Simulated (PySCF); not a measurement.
aminoborane (BH₄N), SMILES BN. Atoms are numbered in the order given.

```xyz
6

B      0.0000     0.0000    -0.7773
N      0.0000     0.0000     0.6103
H      0.0000    -1.0429    -1.3562
H      0.0000     1.0429    -1.3562
H      0.0000     0.8414     1.1633
H      0.0000    -0.8414     1.1633
```

Coordinates come from a B3LYP-D3(BJ)/def2-TZVP optimisation.

All values below come from PySCF with PBE/pcJ-1.

Isotropic couplings with Fermi-contact, spin-dipole and both spin-orbit terms, one fixed conformer, no vibrational averaging. Isotopes: 11B, 14N, 1H.

Computed spin–spin coupling constants:
```json
[
 {"pair": "B1–N2", "bonds apart": "1", "J (Hz)": "18.1"},
 {"pair": "B1–H3", "bonds apart": "1", "J (Hz)": "128.8"},
 {"pair": "B1–H4", "bonds apart": "1", "J (Hz)": "128.8"},
 {"pair": "N2–H5", "bonds apart": "1", "J (Hz)": "56.1"},
 {"pair": "N2–H6", "bonds apart": "1", "J (Hz)": "56.1"},
 {"pair": "B1–H5", "bonds apart": "2", "J (Hz)": "-0.7"},
 {"pair": "B1–H6", "bonds apart": "2", "J (Hz)": "-0.7"},
 {"pair": "N2–H3", "bonds apart": "2", "J (Hz)": "1.8"},
 {"pair": "N2–H4", "bonds apart": "2", "J (Hz)": "1.8"},
 {"pair": "H3–H4", "bonds apart": "2", "J (Hz)": "6.9"},
 {"pair": "H5–H6", "bonds apart": "2", "J (Hz)": "0.9"},
 {"pair": "H3–H5", "bonds apart": "3", "J (Hz)": "15.3"},
 {"pair": "H3–H6", "bonds apart": "3", "J (Hz)": "7.6"},
 {"pair": "H4–H5", "bonds apart": "3", "J (Hz)": "7.6"},
 {"pair": "H4–H6", "bonds apart": "3", "J (Hz)": "15.3"}
]
```
